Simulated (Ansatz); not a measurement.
Total energies of GaF3 from Ansatz at r2SCAN-D4/def2-TZVPD, gas phase (1 Eh = 27.2114 eV = 2625.5 kJ/mol). The reference geometry is relaxed at PBE-D4/def2-TZVP.

```
atom    x (Å)    y (Å)    z (Å)
 Ga1  -0.0004   0.0001  -0.0002
  F2   0.9832   0.9813   1.0575
  F3   0.5176  -1.6125  -0.4242
  F4  -1.5004   0.6311  -0.6331
```

| state | geometry | energy (Eh) |
| --- | --- | --- |
| charge 0 singlet | reference | -2224.51418 |
| charge -1 doublet | reference | -2224.54387 |
| free Ga atom (doublet) | – | -1924.78982 |
| free F atom (doublet) | – | -99.72844 |

Task: Work out the vertical electron affinity, to the doublet.

Result: E(charge 0 singlet) − E(charge -1 doublet) = -2224.51418 − (-2224.54387) = 0.02969 Eh = 0.81 eV.

Task: What is the binding energy per atom against free atoms?

Result: Atoms: 1 × (-1924.78982) + 3 × (-99.72844) = -2223.97514 Eh. Binding: -2223.97514 − (-2224.51418) = 0.53904 Eh = 14.67 eV, or 3.67 eV for each of 4 atoms (no zero-point energy, no counterpoise term).

At r2SCAN-D4/def2-TZVPD the highest occupied level of the charge -1 doublet lies above zero (up to 1.53 eV). By energy differences its removal costs 0.81 eV (vertical, to the charge 0 singlet, at r2SCAN-D4/def2-TZVPD); a positive level beside a positive removal energy at the same level points to self-interaction error.
